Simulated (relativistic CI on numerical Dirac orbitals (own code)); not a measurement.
# Cu³⁺ in a cubic cluster: L2,3 absorption with charge transfer

Computed with a charge-transfer multiplet model of a cubic metal-ligand cluster with up to 2 ligand holes, Slater and spin-orbit integrals from Dirac-Coulomb-Breit ions, Slater integrals scaled by 0.9. The ground state mixes d8 with configurations of k ligand holes L, whose averages lie at kΔ + k(k − 1)U_dd/2; a core hole lowers each added d electron by U_cd. 300 K, Lorentzian 0.4 eV and Gaussian 0.3 eV FWHM.

Atomic integrals in eV (Slater integrals scaled, ζ unscaled), ground: F2dd 12.450, F4dd 7.768, zeta_d 0.110; with the core hole: F2dd 12.450, F4dd 7.768, zeta_d 0.138, zeta_core 13.377, F2cd 7.943, G1cd 6.088, G3cd 3.464.

Cluster parameters (eV): Δ = 0.3, U_cd = 9.6, 10Dq = 1.7, 10Dq(ligand) = 0.8, V(eg) = 2.3, V(t2g) = -1.13, final-state hopping factor = 1.

```
         Case   n_d    d8   d9L  d10L2     S
U_dd = 6.5 eV  8.43  0.60  0.37   0.03  1.00
U_dd = 7.2 eV  8.42  0.60  0.37   0.02  1.00
U_dd = 7.9 eV  8.41  0.61  0.37   0.02  1.00
U_dd = 8.6 eV  8.41  0.61  0.37   0.02  1.00
 U_dd = 10 eV  8.40  0.62  0.37   0.02  1.00
```

Weights, n_d and S are thermal averages at 300 K. Photon energies count from the first peak over 30 % of the highest in each spectrum, which can be another peak from case to case. The parameters are a model scan and need not match a compound or its usual spin state. Peaks in eV (height, largest 100):
- U_dd = 6.5 eV: 0.0 (100), 4.5 (10), 5.0 (10), 6.0 (5), 6.8 (8), 20.2 (29), 25.9 (8)
- U_dd = 7.2 eV: 0.0 (100), 4.8 (8), 6.6 (8), 20.2 (27), 20.6 (24), 25.7 (7)
- U_dd = 7.9 eV: 0.0 (100), 0.9 (18), 4.7 (6), 6.3 (7), 20.2 (26), 20.7 (23)
- U_dd = 8.6 eV: 0.0 (100), 1.1 (17), 6.2 (6), 20.2 (26), 20.9 (23)
- U_dd = 10 eV: 0.0 (100), 1.5 (17), 20.2 (26), 21.1 (23)

Curve for U_dd = 6.5 eV (points under 2 left out, the grid thinned):

```
E (eV)  Intensity
  -1.6        2.2
  -1.3        3.3
  -1.1        4.6
  -0.8        8.7
  -0.6       15.6
  -0.3       50.9
   0.0      100.0
   0.2       67.7
   0.5       29.0
   0.7       20.7
   1.0        8.8
   1.2        5.3
   1.5        3.1
   1.8        2.2
   3.9        2.2
   4.2        5.8
   4.4        9.1
   4.7        8.8
   5.0        9.8
   5.2        8.1
   5.5        4.4
   5.7        4.5
   6.0        5.2
   6.3        5.5
   6.5        6.1
   6.8        8.5
   7.0        7.2
   7.3        4.2
   7.6        2.5
  19.3        2.6
  19.6        6.0
  19.8       13.0
  20.1       28.3
  20.4       27.3
  20.6       22.0
  20.9        7.9
  21.1        4.0
  24.5        2.2
  24.7        3.3
  25.0        2.1
  25.5        3.5
  25.7        6.1
  26.0        8.2
  26.2        5.3
  26.5        2.0
```

For the case U_dd = 7.9 eV, Δ = 0.3 eV is smaller than U_dd = 7.9 eV, the charge-transfer side of the Zaanen-Sawatzky-Allen scheme. With the core hole the configuration with one ligand hole lies at Δ + U_dd − U_cd = -2.8, -2.1, -1.4, -0.7, 0.7 eV from the one without, in the order of the table; where this is negative the screened configuration lies lower, though the effective hopping of about 2.9 eV (from the holes of the mixed ground state) mixes the two strongly wherever it is as large as the gap.
